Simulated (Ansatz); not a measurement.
One change: `C[NH][InH][F]` becomes `C[NH][InH][CH3]`.

Ansatz, PBE0-D4/def2-TZVP geometries, multiplicity 1. Each molecule was computed in one conformer, which needn't be the lowest.

Elements past krypton have def2 core potentials.

```tsv
property	`C[NH][InH][F]`
zero-point energy (PBE0-D4/def2-TZVP) / kJ/mol	161.1
LUMO energy (B3LYP/def2-TZVPP) / eV	-1.28
HOMO energy (ωB97M-V/def2-TZVPP) / eV	-9.01
size of the dipole moment (B3LYP/def2-TZVPP) / D	3.34
HOMO–LUMO gap (PBE/def2-TZVPP) / eV	3.76
HOMO energy (B3LYP/def2-TZVPP) / eV	-6.51
```

(1) Give the same properties after the change, and the shifts. (Estimate.)

Results:

(1) The calculation gave: 
```csv
property,`C[NH][InH][CH3]`,shift
zero-point energy (PBE0-D4/def2-TZVP) / kJ/mol,248.8,87.7
LUMO energy (B3LYP/def2-TZVPP) / eV,-1.03,0.25
HOMO energy (ωB97M-V/def2-TZVPP) / eV,-8.43,0.58
size of the dipole moment (B3LYP/def2-TZVPP) / D,0.79,-2.55
HOMO–LUMO gap (PBE/def2-TZVPP) / eV,3.48,-0.28
HOMO energy (B3LYP/def2-TZVPP) / eV,-5.93,0.58
```

With PBE0 the HOMO rises by 0.57 eV and the LUMO rises by 0.23 eV, so the gap narrows by about 0.34 eV. PBE moves the HOMO by 0.51 eV and ωB97M-V by 0.58 eV. The zero-point energy changes by 87.7 kJ/mol with +9 modes. Dipoles are sizes alone; their direction can turn.

B3LYP here is the variant with VWN-RPA as its local correlation; programs differ in this.
